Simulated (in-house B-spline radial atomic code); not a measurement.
# Co IV (Co3+): [Ar] 3d6

Computed with a radial B-spline atomic code at the basis-set limit: Dirac-Kohn-Sham LC-wPBE, spherical fractional occupations, Fermi nucleus of rms radius 3.7875 fm.

Z_r = [3n² - l(l+1)]/(2<r>); Z_e = n√(-2ε); the last column is Slater's effective charge. Values are occupation-weighted means over j.

```csv
shell,electrons,ε (eV),<r> (bohr),Z_r,Z_e,Slater
1s,2,-7637.2,0.05618,26.70,23.69,26.70
2s,2,-944.45,0.2552,23.51,16.66,22.85
2p,6,-815.2,0.2249,22.23,15.48,22.85
3s,2,-147.16,0.7686,17.56,9.87,15.75
3p,6,-109.89,0.8056,15.52,8.53,15.75
3d,6,-46.386,0.9418,11.15,5.54,7.25
```

The least bound orbital is 3d5/2 at -46.3 eV, and it is also the most diffuse (<r> = 0.9434 bohr).

Spin-orbit splittings of the orbital energies (j = l + 1/2 above j = l - 1/2 when positive): 2p 14.82 eV, 3p 1.897 eV, 3d 0.219 eV.

For the 1s electron the small component carries 0.945 % of the norm, the zero-frequency Breit interaction raises the level by 9.431 eV, self-energy by 4.7 eV, and vacuum polarisation lowers it by 0.4094 eV.

Caution: exact exchange at fractional occupations of open shells leaves self-interaction of up to several eV.
